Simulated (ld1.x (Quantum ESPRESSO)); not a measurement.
# What one change does to a pseudopotential (Ne (Z = 10), TM)

neon, norm-conserving Troullier–Martins (Kleinman–Bylander form), made with ld1.x (Quantum ESPRESSO) 7.5 (LDA (PZ), non-relativistic). Core [He], reference 2s2 2p4 (charge +2). Waves: 2s (bound): rc 0.75 bohr; 2p (bound): rc 1.20 bohr; 3d channel at 0.1 Ry: rc 1.25 bohr. Local part: all-electron potential smoothed inside 0.60 bohr (lloc = -1). Core correction: Bessel-smoothed model core, default radius (core density twice the valence density).

All-electron outer shells of the reference configuration (LDA (PZ), non-relativistic, ld1.x):

```json
{"shell": "2s", "level (eV)": "-77.54", "outermost node (bohr)": "0.22", "outermost maximum (bohr)": "0.66"}
{"shell": "2p", "level (eV)": "-54.94", "outermost node (bohr)": "–", "outermost maximum (bohr)": "0.58"}
```

Change: local potential all-electron potential smoothed inside 1.00 bohr (lloc = -1).

Cutoffs: the cutoffs (Ry, on a coarse ladder) from which the occupation-weighted sum of valence levels, in a spherical-Bessel basis at the reference potential, stays within 10 and 1 mRy of its value at 400 Ry; they do not see the model core or the augmentation charge, which bear on the density cutoff. Errors are all-electron minus pseudo energies relative to the spin-unpolarised reference configuration.

**Question.** How do hardness, ghosts and transferability respond?

**Answer.** The potential gets neither clearly harder nor softer (180 Ry and 260 Ry → 180 Ry and 260 Ry); of the 8 tests that both files solve, the error grows in 0 and shrinks in 4 by more than 15 % and 0.3 meV (median size 93.6 → 73.2 meV); the range in which the s phases agree widens (upper end 3.4 → at the end of the scan); neither file shows a bound ghost.

| quantity | base | changed |
| --- | --- | --- |
| cutoff, loose | 180 Ry | 180 Ry |
| cutoff, tight | 260 Ry | 260 Ry |
| bound ghosts | none | none |
| error for 2s2 2p6, meV [ΔE -66.08 eV] | +105 | +80 |
| error for 2s2 2p5, meV [ΔE -43.42 eV] | +49 | +41 |
| error for 2s2 2p3, meV [ΔE 67.53 eV] | +131 | +119 |
| error for 2s1 2p6, meV [ΔE -20.66 eV] | +232 | +224 |
| error for 2s2 2p5.5, meV [ΔE -57.11 eV] | +82 | +66 |
| error for 2s2 2p2, meV [ΔE 162.22 eV] | +771 | +717 |
| error for 2s2 2p4 (spin-polarised), meV [ΔE -2.25 eV] | +27 | +27 |
| error for 2s2 2p5 (spin-polarised), meV [ΔE -43.89 eV] | +57 | +48 |
| s: phases at 1.35 bohr within 0.05 rad from the reference energy up to (Ry; the scan ends near 5) | 3.4 | to the end of the scan |
| p: phases at 1.35 bohr within 0.05 rad from the reference energy up to (Ry; the scan ends near 5) | 2.4 | 2.2 |
| d: phases at 1.35 bohr within 0.05 rad from the reference energy up to (Ry; the scan ends near 5) | to the end of the scan | to the end of the scan |
